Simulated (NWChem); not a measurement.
CH2F2O2Si; SMILES F[Si]1(OCO1)F

```xyz
8

F      0.0000    -1.2634     1.3423
Si     0.0000     0.0000     0.3727
F      0.0000     1.2634     1.3423
O     -1.1048     0.0000    -0.8650
C      0.0000     0.0000    -1.7719
O      1.1048     0.0000    -0.8650
H      0.0000    -0.9092    -2.3954
H      0.0000     0.9092    -2.3954
```
Atoms are numbered in this order, from 1.

Level: PBE0/def2-SVP (NWChem), optimised geometry, unscaled harmonic frequencies. 

List the harmonic frequencies with IR intensities, and the thermochemistry.


| frequency (cm⁻¹) | IR intensity (km/mol) |
|---|---|
| 178 | 0.0 |
| 195 | 0.0 |
| 308 | 16.4 |
| 343 | 28.3 |
| 391 | 47.0 |
| 609 | 29.1 |
| 799 | 20.4 |
| 872 | 49.3 |
| 1005 | 184.1 |
| 1011 | 221.0 |
| 1084 | 380.3 |
| 1107 | 40.4 |
| 1151 | 9.3 |
| 1164 | 0.0 |
| 1377 | 19.2 |
| 1537 | 2.4 |
| 3071 | 53.7 |
| 3147 | 25.1 |

* **zero-point energy**: 27.6 kcal/mol
* **thermal correction to the enthalpy at 298.15 K (with zero-point energy)**: 31.7 kcal/mol
* **heat capacity Cv**: 18.6 cal/(mol K)
* **entropy at 298.15 K and 1 atm (symmetry number 2)**: 74.6 cal/(mol K)
* **dipole moment**: 1.47 D

Rigid rotor and harmonic oscillator.
